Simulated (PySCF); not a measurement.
From one molecule to another.

First species: C4H5ClFNO.
SMILES: `NC(=O)/C(F)=C\CCl`

Second species: C6H10FN.
Atom-mapped SMILES: `[CH3:1]/[CH:2]=[N:3]/[CH:4]=[C:5](/[F:6])[CH2:7][CH3:8]` (hydrogens: H9, H10, H11 on C1; H12 on C2; H13 on C4; H14, H15 on C7; H16, H17, H18 on C8)

Structure used (GFN2-xTB), in Å, numbered top down from 1:
```
atom  x, y, z in Å
C1     3.1693    0.9142   -0.2938
C2     2.1357   -0.0321   -0.7805
N3     1.0094   -0.1177   -0.2109
C4     0.0642   -1.0041   -0.6699
C5    -1.1238   -1.0861   -0.0689
F6    -2.0260   -1.9745   -0.5480
C7    -1.6045   -0.2960    1.0979
C8    -2.7686    0.6183    0.7090
H9     4.0678    0.3677   -0.0085
H10    3.4441    1.6063   -1.0891
H11    2.7943    1.4702    0.5601
H12    2.4078   -0.6456   -1.6529
H13    0.2906   -1.6446   -1.5239
H14   -1.9379   -0.9888    1.8755
H15   -0.7647    0.2885    1.4701
H16   -2.4489    1.3397   -0.0391
H17   -3.1282    1.1574    1.5816
H18   -3.5894    0.0337    0.2997
```

Levels: PBE0/def2-SVPD for dipole moment, HOMO energy, LUMO energy, HOMO–LUMO gap, static isotropic polarisability and electronic spatial extent ⟨r²⟩ about the centre of nuclear charge; TDDFT PBE0/def2-SVPD for lowest singlet excitation; TDA PBE0/def2-SVPD for lowest triplet excitation (Tamm–Dancoff); GFN2-xTB for rotational constant A and rotational constant C. Geometries: GFN2-xTB. Each species is one conformer at its optimised geometry, gas phase, non-relativistic unless stated. Electronic properties by PySCF.

The conformers computed, where there is a choice (atom-mapped SMILES and torsion angles):
- `[NH2:1][C:2](=[O:3])/[C:4]([F:5])=[CH:6]\[CH2:7][Cl:8]`: N1–C2–C4–F5 8°, C4–C6–C7–Cl8 122°, H–N1–C2–O3 0°, H–N1–C2–O3 180°
- `[CH3:1]/[CH:2]=[N:3]/[CH:4]=[C:5](/[F:6])[CH2:7][CH3:8]`: C2–N3–C4–C5 180°, C4–C5–C7–C8 114°

(1) Which has the higher static isotropic polarisability?

(2) Which has the higher dipole moment?

(3) Which has the higher rotational constant A?

(4) Which of the two has the higher ⟨r²⟩, and by how much?

(5) Which has the higher rotational constant C?

(6) Which has the higher HOMO energy?

(7) Which of the two has the higher T1 energy, and by how much?

(8) Which of the two has the higher HOMO–LUMO gap, and by how much?

Results:

(1) The second: 91.2 au against 77.9 au, a difference of 13.3 au.

(2) The first: 3.28 D against 1.78 D, a difference of 1.50 D.

(3) The second: 3.965 GHz against 3.178 GHz, a difference of 0.787 GHz.

(4) The second: 1426 bohr² against 1417 bohr², a difference of 9 bohr².

(5) The second: 0.809 GHz against 0.744 GHz, a difference of 0.065 GHz.

(6) The second: -6.62 eV against -7.92 eV, a difference of 1.30 eV.

(7) The first: 3.62 eV against 3.23 eV, a difference of 0.39 eV.

(8) The first: 6.20 eV against 5.83 eV, a difference of 0.37 eV.

On the first: The polarisability is 11.54 Å³ as a volume (1 au = 0.148185 Å³), or 1.11 au for each of the 70 electrons. The vertical singlet–triplet gap S1 − T1 is 0.99 eV (TDDFT singlet less Tamm–Dancoff triplet; S1: HOMO→LUMO, weight 0.59, beside HOMO−1→LUMO, weight 0.35; T1: HOMO→LUMO, weight 0.58, beside HOMO−1→LUMO, weight 0.32).

On the second: The dipole matches unit charges of opposite sign 0.37 Å apart (1 e·Å = 4.8032 D). The principal polarisabilities are 61.5, 77.4 and 134.8 au; their mean is the isotropic value.
